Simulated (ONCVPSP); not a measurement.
Al (Z = 13): one change to an ONCV potential, before and after

Al (Z = 13), optimised norm-conserving Vanderbilt (ONCV), made with ONCVPSP 4.0.1 (PBE, scalar-relativistic). Core [Ne], reference 3s1.5 3p1.5. Waves: 3s: rc 2.20 bohr, ncon 3, nbas 6, qcut 2.7 1/bohr, 2 projectors, debl 2.4 Ha; 3p: rc 2.20 bohr, ncon 3, nbas 7, qcut 3.7 1/bohr, 2 projectors, debl 2 Ha; d scattering state at 0.24 Ha: rc 2.35 bohr, ncon 4, nbas 7, qcut 4.5 1/bohr, 2 projectors, debl 3.7 Ha. Local part: polynomial inside 1.80 bohr (lpopt 5, dvloc0 0 Ha). Core correction: Teter function, fcfact 1.5, rcfact 1.25.

All-electron outer shells of the reference configuration (PBE, scalar-relativistic, ld1.x):

| shell | level (eV) | outermost node (bohr) | outermost maximum (bohr) |
| --- | --- | --- | --- |
| 2s | -109.10 | 0.16 | 0.50 |
| 2p | -70.57 | – | 0.43 |
| 3s | -8.18 | 0.80 | 2.09 |
| 3p | -3.04 | 0.82 | 2.61 |

Change: p: qcut 3.2.

Cutoffs: the cutoffs (Ha) at which the residual kinetic energy of the hardest occupied pseudo-wave falls to 1 and 0.1 mHa per electron; they do not see the model core or the augmentation charge, which bear on the density cutoff. Errors are all-electron minus pseudo energies relative to the spin-unpolarised reference configuration.

Problem. How do hardness, ghosts and transferability respond?

Solution. The potential gets neither clearly harder nor softer (6.3 Ha and 18 Ha → 6.3 Ha and 18 Ha); of the 4 tests that both files solve, the error grows in 1 and shrinks in 0 by more than 15 % and 0.3 meV (median size 2.1 → 2.1 meV); neither file shows a bound ghost.

| quantity | base | changed |
| --- | --- | --- |
| cutoff, loose | 6.3 Ha | 6.3 Ha |
| cutoff, tight | 18 Ha | 18 Ha |
| loose cutoff by channel | s 6.3 Ha, p 2.1 Ha | s 6.3 Ha, p 2.1 Ha |
| bound ghosts | none | none |
| GHOST(+) flags under 300 eV | none | none |
| error for 3s2 3p1, meV [ΔE -2.55 eV] | -1.6 | -1.5 |
| error for 3s2 3p0, meV [ΔE 3.22 eV] | -4.9 | -4.7 |
| error for 3s1 3p0, meV [ΔE 22.44 eV] | -1.0 | -1.8 |
| error for 3s2 3p0.5, meV [ΔE -0.46 eV] | -2.5 | -2.4 |
| s: phases at 2.24 bohr within 0.05 rad from the reference energy up to (Ha; the scan ends near 5) | 2.7 | 2.7 |
| p: phases at 2.24 bohr within 0.05 rad from the reference energy up to (Ha; the scan ends near 5) | 2.8 | 2.8 |
| d: phases at 2.39 bohr within 0.05 rad from the reference energy up to (Ha; the scan ends near 5) | 2.3 | 2.3 |
| rms error of d²Exc/dni dnj with the model core, mHa | 1.00 | 1.00 |

Base: The cutoffs count occupied waves only; projector 2 of the d channel, the hardest unoccupied one, needs 38 Ha at the loose tolerance. Changed file: The cutoffs count occupied waves only; projector 2 of the d channel, the hardest unoccupied one, needs 38 Ha at the loose tolerance.
